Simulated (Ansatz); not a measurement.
Reaction (formal exchange of groups at a B–Al bond): `F[B]([AlH2])[SiH3]` + `C=CF` → `FB(F)[SiH3]` + `C=[CH][AlH2]`

Computed with Ansatz on PBE0-D4/def2-TZVP structures; ΔE is electronic, products minus reactants. CBS: MP2 limit from def2 TZ/QZ plus the TZ coupled-cluster correction, frozen cores. DFT in def2-TZVPP. B3LYP here is the variant with VWN-RPA as its local correlation; programs differ in this. HSE06 is defined as in plane-wave codes.

| level | ΔE (kJ/mol) | difference from CCSD(T)/CBS |
| --- | --- | --- |
| LDA (SPW92) | -262.3 | 24.9 |
| r2SCAN-D4 | -278.3 | 8.9 |
| B97M-V | -283.3 | 3.9 |
| HSE06-D4 | -269.1 | 18.1 |
| CAM-B3LYP-D4 | -282.0 | 5.2 |
| PBE-QIDH | -287.3 | -0.1 |
| revPBE | -255.2 | 32.0 |
| PBE0 | -269.1 | 18.1 |
| B3LYP | -276.4 | 10.8 |
| r2SCANh | -280.9 | 6.3 |
| LC-ωPBE | -274.0 | 13.2 |
| CCSD/def2-SVP | -290.3 | -3.1 |
| SCS-MP2/def2-TZVPP | -297.3 | -10.1 |
| HF/def2-QZVPP | -295.2 | -8.0 |
| SCS-MP2/def2-QZVPP | -297.3 | -10.1 |
| CCSD/CBS(def2) | -288.0 | -0.8 |
| CCSD(T)/CBS | -287.2 | 0 |

Largest T1 diagnostic among the species: 0.015.

From BLYP to BHLYP (50 % exact exchange), in def2-TZVPP and without D4, ΔE moves by −20.7 kJ/mol. Leaving LDA and LC-ωPBE aside and taking each functional with its dispersion term where it has one, the values, not all of them listed here, spread over 29.3 kJ/mol, from BHLYP-D4 to revPBE-D4. LDA lies −4.2 kJ/mol from PBE without D4.
